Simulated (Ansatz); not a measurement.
Two isomers of C2H5NSi: A = `C1=NC[SiH2]1`, B = `C[SiH2]C#N`.

Calculated with Ansatz (gas phase, PBE0-D4/def2-TZVP geometries, no zero-point term in ΔE). CCSD(T)/CBS is the MP2 limit (def2-TZVPP, def2-QZVPP) plus CCSD(T) − MP2 in def2-TZVPP, frozen cores. Functionals use def2-TZVPP.

A:

```xyz
9

C    -1.052    0.690    0.418
N     0.069    1.313    0.454
C     1.064    0.332   -0.057
Si   -0.356   -0.909   -0.264
H    -1.972    1.177    0.742
H     1.561    0.712   -0.951
H     1.830    0.128    0.695
H    -0.756   -1.322   -1.639
H    -0.388   -2.121    0.603
```

B:

```xyz
9

C     0.7419    0.3424    0.9588
Si   -0.7434    0.0317   -0.1146
C    -0.1808   -0.7360   -1.7070
N     0.1909   -1.2117   -2.6882
H     1.4403    1.0203    0.4645
H     1.2630   -0.5917    1.1766
H     0.4339    0.7941    1.9047
H    -1.4506    1.2795   -0.4862
H    -1.6953   -0.9285    0.4915
```

Q: Which is lower in electronic energy at CCSD(T)/CBS, and by how much? (Estimate.)

A: Computed: B, by 172.8 kJ/mol.

Q: Give E(B) − E(A) in kJ/mol with CCSD(T)/def2-TZVPP, MP2/def2-TZVPP, LDA (SPW92), HF/def2-TZVPP, BLYP-D4, B2PLYP, PBE-D4. (An estimate is asked.)

A: Computed: CCSD(T)/def2-TZVPP -178.1, MP2/def2-TZVPP -187.2, LDA (SPW92) -116.4, HF/def2-TZVPP -204.3, BLYP-D4 -172.8, B2PLYP -182.9, PBE-D4 -146.0. None reverses the order clearly.

Q: Does the order hold for the free energy at 298.15 K (harmonic terms from PBE0-D4)? (Best estimate.)

A: The calculation gave: Yes: G(B) − G(A) = -182.5 kJ/mol.

Largest T1 diagnostic: 0.013.

At CCSD(T), def2-SVP lies −8.9 kJ/mol from the extrapolated value and def2-TZVPP −5.3 kJ/mol. The D4 term adds +3.3 kJ/mol with B3LYP and +1.4 kJ/mol with PBE0; it sums over pairs of atoms, weighted by their polarisabilities, and B3LYP, whose exchange is more repulsive, gets the larger term.

B3LYP here is the variant with VWN-RPA as its local correlation; programs differ in this.
